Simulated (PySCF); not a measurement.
B(F)(OH)(NH2), H3BFNO, SMILES NB(O)F, PBE0/def2-SVP optimised geometry.

```
7

B     -0.14     0.00     0.00
F     -0.81    -1.17     0.00
O     -0.85     1.17     0.00
H     -1.80     1.01     0.00
N      1.26     0.00     0.00
H      1.80     0.86     0.00
H      1.80    -0.85     0.00
```

Density from PySCF 2.14.0 with PBE0/def2-TZVP at that geometry.

Minimum of the electron density along straight lines between bonded atoms, close to the bond critical point (lines longer than 1.1 times the sum of covalent radii, or with two minima, are not listed):

```tsv
bond	length / Å	ρ at the minimum / e bohr⁻³	∇²ρ there / e bohr⁻⁵	position (fraction from the first atom)
B1–F2	1.347	0.191	1.13	0.34
B1–O3	1.362	0.213	0.91	0.33
O3–H4	0.961	0.359	-2.47	0.81
B1–N5	1.401	0.217	0.52	0.33
N5–H6	1.009	0.337	-1.73	0.74
N5–H7	1.009	0.338	-1.73	0.74
```
